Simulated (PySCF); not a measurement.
Compound: C₄H₁₂BN.
InChI=1S/C4H12BN/c1-4(2)3-6-5/h1,3,6H2,2,5H3

Torsions of this conformer, `[BH3-:1][NH2+:2][CH2:3][C:4](=[CH2:5])[CH3:6]`: B1–N2–C3–C4 177°, N2–C3–C4–C5 101°.

The closed-shell ground state was solved at several levels (PySCF, density fitting, gas phase, non-relativistic). One conformer (not necessarily the lowest) at the GFN2-xTB geometry, without solvent, vibrations or thermal averaging.

```csv
level,basis functions,total energy (Eh),HOMO (eV),LUMO (eV),gap (eV),dipole (D)
CAM-B3LYP/def2-SVPD,216,-238.9239,-9.18,0.66,9.84,5.58
PBE0/pcSseg-1,162,-238.8959,-7.70,-0.36,7.34,5.75
```

**Question.** Estimate the row for B3LYP/pcJ-1, a basis of 282 functions; the other rows only guide the guess.

**Answer.** Total energy -239.2592 Eh, HOMO -7.52 eV, LUMO -0.57 eV, gap 6.95 eV, dipole 5.75 D.

**Question.** Over all these levels, which gives the widest orbital gap and which the narrowest?

**Answer.** CAM-B3LYP/def2-SVPD (range-separated hybrid) has the widest, 9.84 eV, and B3LYP/pcJ-1 (global hybrid, 20 % exact exchange) the narrowest, 6.95 eV. Functional and basis both differ between the two, so the spread mixes both effects.

**Question.** How far do the dipole and the HOMO energy spread over the levels?

**Answer.** The dipole runs from 5.58 to 5.75 D (mean 5.70 D) and the HOMO from -9.18 to -7.52 eV.
